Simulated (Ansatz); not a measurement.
Basis-set series for ClFH₂NSi (`N[Si](F)Cl`) radical. The species carries charge 0 and has multiplicity 2. Geometry: relaxed with PBE0-D4/def2-TZVP. It is one conformer, not always the lowest.

```
functional       basis  functions  energy (Eh)  HOMO (eV)  LUMO (eV)
   PBE0-D4    def2-SVP         74   -904.79694      -6.08      -2.29
   PBE0-D4  def2-TZVPP        174   -905.26474      -6.27      -2.40
   ωB97M-V    def2-SVP         74   -905.13487      -7.85      -0.63
   ωB97M-V  def2-TZVPP        174   -905.60491      -8.07      -0.82
```

(1) Give the rows for def2-QZVPP. (An estimate is asked.)

Answers

(1) Computed: 
| functional | basis | functions | energy (Eh) | HOMO (eV) | LUMO (eV) |
| --- | --- | --- | --- | --- | --- |
| PBE0-D4 | def2-QZVPP | 314 | -905.29806 | -6.33 | -2.49 |
| ωB97M-V | def2-QZVPP | 314 | -905.63650 | -8.14 | -0.97 |

HOMO and LUMO are taken over both spins.
